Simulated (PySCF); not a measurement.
C3H5Cl2F, SMILES C[C@@H](F)C(Cl)Cl. Atoms are numbered in the order given.

```xyz
11

C     -2.3040     0.3278     0.0823
C     -0.9298     0.3550     0.7066
F     -0.7370    -0.7827     1.4406
C      0.1969     0.4972    -0.3091
Cl     1.7614     0.6358     0.5191
Cl     0.2138    -0.8493    -1.4685
H     -2.3965    -0.5334    -0.5936
H     -3.0597     0.2404     0.8749
H     -2.4980     1.2500    -0.4846
H     -0.8318     1.2198     1.3883
H      0.0609     1.4180    -0.8906
```

The structure is a stationary point at PBE0-D3(BJ)/def2-SVP. The structure was generated by enumeration; whether it is a known compound was not checked. Other conformers were not sampled.

Computed with PBE0/pcSseg-1 run with PySCF.

GIAO shieldings, no solvent; atoms listed in one row are averaged. δ = σ(ref) − σ: ¹³C against TMS (σ = 186.3 ppm); ¹⁹F against CFCl3 (σ = 167.2 ppm); ³⁵Cl against HCl (σ = 945.9 ppm); ¹H against TMS (σ = 31.56 ppm), references at their B3LYP-D3(BJ)/def2-TZVP geometries, non-relativistic (without spin–orbit terms, shifts of atoms bonded to Cl or Br come out too high).

Computed chemical shifts:
```tsv
nucleus	atoms	count	δ (ppm)
¹³C	C2	1	94.3
¹³C	C4	1	88.7
¹³C	C1	1	21.6
¹⁹F	F3	1	-219.7
³⁵Cl	Cl5	1	260.7
³⁵Cl	Cl6	1	202.9
¹H	H11	1	5.57
¹H	H10	1	4.81
¹H	H7, H8, H9	3	1.64
```
